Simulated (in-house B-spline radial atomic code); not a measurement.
**LDA exchange-only excitations of the ruthenium ion Ru⁸⁺**

Method: LDA exchange-only. Computed with a B-spline radial code for spherical atoms: linear response of the closed shell [Ar] 3d10 4s2 4p6 with the functional's adiabatic kernel; scalar-relativistic (spin-free one-electron X2C), finite nucleus, no spin-orbit coupling, no double excitations, S, P, D and F terms only; shells from n = 2 respond. Only terms of natural parity with L up to 3 were computed.

Command:
```bash
python run_td.py task.json out
```
Settings (radii: box in bohr, nucleus in fm):
```
Z                        44
electrons                36
configuration            [Ar] 3d10 4s2 4p6
hamiltonian              x2c
method                   lda,
box_radius               11.59
rms_radius               4.4809
intervals                69
```

Time taken, with all properties: 1.8 s on 1 thread of Arm Neoverse N1 (shared host).

The lowest states, in the order of their Tamm-Dancoff energies; the method's threshold (minus the highest occupied level) is 167.33 eV. Labels give the largest channel, * marks a mixed state, and oscillator strengths are full-response dipole values. Semilocal kernels can invert the small singlet-triplet splittings of Rydberg terms. Energies in eV:

| state | full response | Tamm-Dancoff | oscillator strength |
| --- | --- | --- | --- |
| 4p → 4d 3P | 46.03 | 46.12 | - |
| 4p → 4d 3F | 46.99 | 47.06 | - |
| 4p → 4d 1F | 50.31 | 50.36 | - |
| 4p → 4d 1P | 61.67 | 63.91 | 5.29 |
| 4p → 5s 3P | 79.02 | 79.03 | - |
| 4s → 4d 3D | ? | ? | - |
| 4p → 5s 1P | 79.98 | 80.01 | 0.58 |
| 4s → 4d 1D | 83.26 | 83.36 | - |
| 4p → 5p 3S | 89.27 | 89.30 | - |
| 4p → 5p 3D | 90.26 | 90.27 | - |
| 4p → 5p 1D | 90.90 | 90.91 | - |
| 4p → 4f 3D | 94.07 | 94.11 | - |
| 4p → 5p 1S | 94.20 | 94.43 | - |
| 4p → 4f 1D | 99.75 | 99.98 | - |
| 4p → 5d 3P | ? | ? | - |
| 4p → 5d 3F | 107.52 | 107.53 | - |

(1) Where does 4s → 4d 3D lie?

(2) Where does 4p → 5d 3P lie?

(3) How large is the singlet-triplet splitting of 4p → 4d (F terms) in Tamm-Dancoff?

(4) What polarisabilities and dispersion coefficient does the method give?

Answers

(1) At 79.57 eV in full response, 79.62 eV in Tamm-Dancoff.

(2) At 107.24 eV in full response, 107.25 eV in Tamm-Dancoff.

(3) 3.3 eV, from the unrounded values.

(4) Dipole 1.176 bohr³, quadrupole 1.297 bohr⁵, C6 2.619 hartree·bohr⁶ for two such species.
